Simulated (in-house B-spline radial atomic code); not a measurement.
A fraction x of an electron is removed from 3p in K⁴⁺, starting from [Ne] 3s2 3p3 and keeping the highest spin. Level of theory: non-relativistic r2SCAN, spin-polarised, spherical fractional occupations, point nucleus; calculated with a B-spline radial code for spherical atoms.

| x | E(x) - E(0) (eV) | 3p up level (eV) |
| --- | --- | --- |
| 0 | 0.0000 | -74.238 |
| 0.12 | 9.0286 | -76.239 |
| 0.16 | 12.0915 | -76.908 |
| 0.32 | 24.6116 | -79.595 |
| 0.46 | 35.9201 | -81.957 |
| 0.5 | 39.2119 | -82.635 |
| 0.59 | 46.7177 | -84.161 |
| 0.7 | 56.0783 | -86.033 |
| 0.79 | 63.8904 | -87.569 |
| 0.9 | 73.6264 | -89.451 |
| 1 | 82.6573 | -91.167 |

The exact functional would give a straight line between the two integer points. Deviations E(x) - E(0) - x[E(1) - E(0)], in eV: -0.89 at x = 0.12, -1.134 at x = 0.16, -1.839 at x = 0.32, -2.102 at x = 0.46, -2.117 at x = 0.5, -2.05 at x = 0.59, -1.782 at x = 0.7, -1.409 at x = 0.79, -0.765 at x = 0.9.

The curve lies below the straight line by up to 2.117 eV (at x = 0.5): convex, the delocalisation error that favours fractional charges.

Q: How well does Slater's transition state (minus the level at half occupation) give the ionisation energy?

A: It gives 82.635 eV against 82.657 eV from the two total energies; NIST lists 82.66 eV, ground level to ground level.
